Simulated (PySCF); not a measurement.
B(Me)(Vi)(OH), SMILES CB(O)C=C, CAM-B3LYP/def2-SVP optimised geometry.

```
12

B      0.35     0.18     0.00
C      1.92     0.18     0.00
H      2.30    -0.36    -0.88
H      2.30    -0.38     0.87
H      2.39     1.18     0.01
C     -0.47    -1.16     0.00
C     -1.81    -1.19     0.02
H      0.07    -2.11    -0.01
H     -2.37    -2.13     0.02
H     -2.39    -0.26     0.03
O     -0.37     1.33     0.00
H      0.17     2.13     0.00
```

Density from PySCF with CAM-B3LYP/def2-TZVP at that geometry.

Minimum of the electron density along straight lines between bonded atoms, close to the bond critical point (lines longer than 1.1 times the sum of covalent radii, or with two minima, are not listed):

| bond | length / Å | ρ at the minimum / e bohr⁻³ | ∇²ρ there / e bohr⁻⁵ | position (fraction from the first atom) |
|---|---|---|---|---|
| B1–C2 | 1.578 | 0.188 | -0.34 | 0.33 |
| C2–H3 | 1.103 | 0.265 | -0.86 | 0.64 |
| C2–H4 | 1.103 | 0.265 | -0.86 | 0.64 |
| C2–H5 | 1.102 | 0.267 | -0.88 | 0.64 |
| B1–C6 | 1.567 | 0.191 | -0.30 | 0.33 |
| C6–C7 | 1.337 | 0.351 | -1.08 | 0.49 |
| C6–H8 | 1.097 | 0.275 | -0.95 | 0.64 |
| C7–H9 | 1.095 | 0.279 | -0.98 | 0.65 |
| C7–H10 | 1.095 | 0.281 | -0.99 | 0.65 |
| B1–O11 | 1.359 | 0.210 | 0.95 | 0.33 |
| O11–H12 | 0.963 | 0.358 | -2.43 | 0.81 |
